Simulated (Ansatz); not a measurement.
C2H2OSi, SMILES `C#C[Si]O` (excited triplet) (charge 0, multiplicity 3). This triplet is an excited state, 1.95 eV above the relaxed singlet at the level B3LYP/cc-pVTZ // PBE0-D3(BJ)/def2-TZVP (Ansatz, an electronic-structure program).

Cartesian coordinates (Å):
SMILES: C#C[Si]O
```xyz
6

C      1.9096    -0.2455     0.4168
C      0.7116    -0.3703     0.2518
Si    -1.0190    -0.7060     0.0332
O     -2.0420     0.4907    -0.4572
H      2.9587    -0.1219     0.5572
H     -2.5190     0.9529     0.2364
```
Charge 0, spin multiplicity 3.

### Question
Give the natural occupations of the active orbitals, the CASSCF energy and the corrected energy for frozen-core fic-MRCISD+Q@CASSCF(6e,6o)/cc-pVTZ // PBE0-D3(BJ)/def2-TZVP run with Ansatz.

### Answer

| Quantity | Result |
|---|---|
| natural occupations | 1.94, 1.94, 1.00, 1.00, 0.06, 0.06 |
| CASSCF energy | -440.7358 Ha |
| corrected energy | -441.3083 Ha |
| weight of the reference | 0.881 |
